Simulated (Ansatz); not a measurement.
```yaml
crystal:
  periodic: [false, false, false]
  atoms:
    - {symbol: Ge, position_ang: [2.276152, -0.713105, 0.098756]}
    - {symbol: Ge, position_ang: [-1.476832, 0.954377, -2.097065]}
    - {symbol: Ge, position_ang: [0.800722, 1.196156, -1.040049]}
    - {symbol: Ge, position_ang: [-1.241198, -0.925659, 1.341605]}
    - {symbol: Te, position_ang: [-1.319822, 1.742834, 0.541199]}
    - {symbol: Te, position_ang: [-0.236590, -1.414398, -1.281989]}
    - {symbol: Te, position_ang: [1.197558, -0.840194, 2.437543]}
basis:
  gaussian: {orbitals: def2-TZVP}
total_charge: 1
magnetization: {spin_polarized: true, initial_magnetization: 1}
hamiltonian: {xc: pbe0, dispersion: d4}
scf: {omitted_lower_state_checks: [starts]}
output: {orbitals: {seedname: orbitals}}
```

```sh
$ ansatz run in.yaml --threads 4 --pin off --events-out ev --progress --plain --max-ram 4787MiB
```

**Question.** Does this run fit into the memory that it is given?

**Answer.** No. It has 342 basis functions, and Ansatz plans for 7 GiB where 5 GiB are given.
